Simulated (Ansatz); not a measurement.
From Si to Sn: the HOMO–LUMO gap

One atom is swapped for its congeners: C2HF2Si `C#C[Si](F)F`; C2HF2Ge `C#[C][Ge]([F])[F]`; C2HF2Sn `C#[C][Sn]([F])[F]`. All are doublets with charge 0.

Shapes, held fixed at every level: PBE0-D4/def2-TZVP. Programs: Ansatz 0.2.0. Values in eV.

```json
{"level": "SPW92/def2-TZVPP", "C2HF2Si": "1.42", "C2HF2Ge": "1.00", "C2HF2Sn": "0.77"}
{"level": "PBE-D4/def2-TZVPP", "C2HF2Si": "1.91", "C2HF2Ge": "1.33", "C2HF2Sn": "1.02"}
{"level": "r2SCAN-D4/def2-TZVPP", "C2HF2Si": "2.79", "C2HF2Ge": "2.14", "C2HF2Sn": "1.73"}
{"level": "B3LYP-D4/def2-TZVPP", "C2HF2Si": "3.42", "C2HF2Ge": "2.87", "C2HF2Sn": "2.48"}
{"level": "BHLYP-D4/def2-TZVPP", "C2HF2Si": "6.05", "C2HF2Ge": "5.56", "C2HF2Sn": "4.99"}
{"level": "PBE0-D4/def2-TZVPP", "C2HF2Si": "4.14", "C2HF2Ge": "3.61", "C2HF2Sn": "3.14"}
{"level": "wB97M-V/def2-TZVPP", "C2HF2Si": "7.53", "C2HF2Ge": "7.52", "C2HF2Sn": "7.07"}
```

At wB97M-V/def2-TZVPP the HOMO–LUMO gap falls at every step, from 7.53 to 7.07 eV. Every level shows the same order. Open shells run unrestricted unless RO is named. For atoms past krypton def2 sets carry core potentials with scalar relativity. Relativity is left out for Ge unless named. Orbital gaps aren't excitation energies, and the LUMO depends on the basis.
